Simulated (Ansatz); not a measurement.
Consider the ligand exchange at the Si–C bond: `C=C[SiH](N)OC` + silanol → `CO[SiH](N)O[SiH3]` + ethylene.

Computed with Ansatz on PBE0-D4/def2-TZVP structures; ΔE is electronic, products minus reactants. CBS: MP2 limit from def2 TZ/QZ plus the TZ coupled-cluster correction, frozen cores. This one scheme is used for every species. DFT in def2-TZVPP. B3LYP here is the variant with VWN-RPA as its local correlation; programs differ in this. Each species was taken in one conformer, which may not be the lowest.

```json
{"level": "B3LYP", "ΔE (kcal/mol)": "-30.9"}
{"level": "MP2/CBS(def2)", "ΔE (kcal/mol)": "-30.6"}
```

What does CCSD(T)/CBS give? (Estimate.)

Ansatz gave: -30.9 kcal/mol. The listed levels differ from it by 0.0, 0.3 kcal/mol.

Largest T1 diagnostic among the species: 0.011.

From PBE to PBE0 (25 % exact exchange), in def2-TZVPP and without D4, ΔE moves by −1.6 kcal/mol. In def2-TZVPP, CCSD(T) changes the Hartree–Fock value by +4.6 kcal/mol (the triples alone add +0.8 kcal/mol) and MP2 by +4.9 kcal/mol.
